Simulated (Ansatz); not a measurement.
(Br2Al-mu-H)3 (Al₃H₃Br₆). The state is a singlet with charge 0. Geometry PBE-D4/def2-SVP, basis def2-TZVP, Ansatz.

```xyz
12

Al   -0.1519    1.7937    0.2617
Br   -2.2530    2.5913    0.1058
Br    1.6832    3.0491    0.6088
H     0.1798    0.8049   -1.0902
Al   -0.2272   -0.7598   -1.6383
Br    1.5347   -1.5022   -2.8249
Br   -2.3670   -0.7672   -2.3431
H    -0.2648   -1.5226   -0.1098
Al    0.3476   -1.0619    1.4120
Br    2.5939   -0.9747    1.2414
Br   -0.8383   -2.1903    2.9558
H    -0.2370    0.5397    1.4209
```

| run | HOMO (eV) | LUMO (eV) |
| --- | --- | --- |
| A | -11.60 | 1.40 |
| B | -8.72 | -2.06 |
| C | -7.44 | -2.82 |
| D | -7.84 | -2.41 |
| E | -7.80 | -2.54 |

Q: The runs used B97M-V, HF, PBE, PBE0, r2SCAN. Estimate which is which.

A: A HF (100 % exact exchange); B PBE0 (25 % exact exchange); C PBE (0 % exact exchange); D B97M-V (0 % exact exchange); E r2SCAN (0 % exact exchange). Exact exchange lowers occupied and raises empty levels; among semilocal functionals meta-GGAs tend to open the gap a little, and such runs are hard to tell apart. The gap grows from 4.62 eV (PBE) to 13.00 eV (HF).
